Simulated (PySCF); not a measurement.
Ge(F)(SH)3, SMILES [F][Ge]([SH])([SH])[SH] (H₃FGeS₃), PBE0/def2-SVP optimised geometry.

```
8

F      1.21    -1.22     0.00
Ge    -0.54    -1.22     0.00
S     -1.21     0.88     0.00
S     -1.22    -2.26    -1.81
S     -1.20    -2.27     1.82
H     -0.38     1.22     1.02
H     -0.45    -1.51    -2.63
H     -0.40    -3.33     1.58
```

Density from PBE0/def2-TZVP (PySCF) at that geometry.

Minimum of the electron density along straight lines between bonded atoms, close to the bond critical point (lines longer than 1.1 times the sum of covalent radii, or with two minima, are not listed):

| bond | length / Å | ρ at the minimum / e bohr⁻³ | ∇²ρ there / e bohr⁻⁵ | position (fraction from the first atom) |
|---|---|---|---|---|
| F1–Ge2 | 1.743 | (withheld) | (withheld) | 0.52 |
| Ge2–S3 | 2.202 | 0.109 | 0.04 | 0.44 |
| Ge2–S4 | 2.202 | 0.109 | 0.04 | 0.44 |
| Ge2–S5 | 2.202 | 0.109 | 0.04 | 0.44 |
| S3–H6 | 1.353 | 0.210 | -0.59 | 0.65 |
| S4–H7 | 1.353 | 0.210 | -0.59 | 0.65 |
| S5–H8 | 1.353 | 0.210 | -0.59 | 0.65 |

Q: Complete the blanks.

A: 
- F1–Ge2, ρ at the minimum / e bohr⁻³: 0.141
- F1–Ge2, ∇²ρ there / e bohr⁻⁵: 0.79
